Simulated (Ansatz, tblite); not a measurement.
Removing and adding an electron: Pb₃O₇H₈, a hydroxylated oxide cluster. The state is a singlet with charge 0. Geometry: PBE-D4/def2-SVP. Ansatz, gas phase; energy differences of separate SCF runs; the oxidised species was run as a doublet alone; the reduced species was run as a doublet alone.

Cartesian coordinates in Å:
```
Pb -0.2470 0.7036 -2.5570
Pb 2.4903 1.5002 -0.4795
Pb -1.4536 -1.3217 0.8853
O 1.1929 -1.7666 0.1614
O 2.0986 0.2446 1.3027
O -3.3473 -0.2463 0.2731
O 1.7691 -0.1842 -1.9269
O -1.4551 -0.7451 -1.3766
O 0.2675 2.0346 -0.7439
O -0.5107 0.7139 1.4121
H 1.6709 -0.9883 0.7357
H 1.6102 -2.6093 0.4180
H 1.1685 0.5072 1.5873
H -3.2759 0.6889 0.5512
H 1.5793 -0.9588 -1.3123
H -2.3733 -0.3751 -1.1192
H -0.1681 1.6243 0.0814
H -1.0163 1.1781 2.1074
```

In the def2 sets Pb takes a core potential; there is no spin–orbit coupling. The xTB rows come from tblite. HOMO above LUMO, or a gap near zero within one spin, warns that the state may not be the lowest or that an electron is smeared out.

(1) Estimate orbital energies and vertical ionisation energies and electron affinities at: GFN1-xTB; GFN2-xTB; PBE-D4/def2-SVP; PBE0-D4/def2-SVP.

## Answers

(1) 
```csv
level,−HOMO (eV),vertical IE (eV),−LUMO (eV),vertical EA (eV),HOMO–LUMO gap (eV),IE − EA (eV),remarks
GFN1-xTB,9.96,12.96,4.77,2.09,5.19,10.87,–
GFN2-xTB,9.42,12.44,5.43,2.90,3.99,9.54,–
PBE-D4/def2-SVP,5.27,7.81,1.89,-0.08,3.38,7.90,"HOMO above zero (-1 doublet), gap within one spin near zero (+1 doublet), gap within one spin near zero (-1 doublet)"
PBE0-D4/def2-SVP,6.75,8.38,1.21,-0.17,5.55,8.55,HOMO above zero (-1 doublet)
```

   A HOMO above zero means that the electron is unbound at that level or that self-interaction error raises the level; the energy of removing that electron tells which. Raw xTB energy differences between charge states are shifted by several eV; the methods need an empirical correction for them. Sets without diffuse functions give affinities that are too small. A negative affinity means that the extra electron isn't bound; its size then hangs on the basis.
